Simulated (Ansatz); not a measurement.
Ansatz results at the PBE0-D4/def2-TZVP geometry: size of the dipole moment (B3LYP/def2-TZVPP) 2.70 D; HOMO energy (ωB97M-V/def2-TZVPP) -9.59 eV; HOMO energy (PBE/def2-TZVPP) -5.82 eV.

Each molecule was computed in one conformer, which needn't be the lowest.

(1) Which molecule gave them?
A. `C=C(F)[SiH2]N`
B. `C[SiH](F)C=N`
C. `CO[CH2][AlH][CH3]`
D. `O[CH2][SnH3]`

Answers

(1) B. The others give `C=C(F)[SiH2]N`: 1.23, -9.80, -6.13; `O[CH2][SnH3]`: 1.18, -9.35, -5.79; `CO[CH2][AlH][CH3]`: 0.87, -8.82, -5.15.

B3LYP here is the variant with VWN-RPA as its local correlation; programs differ in this.
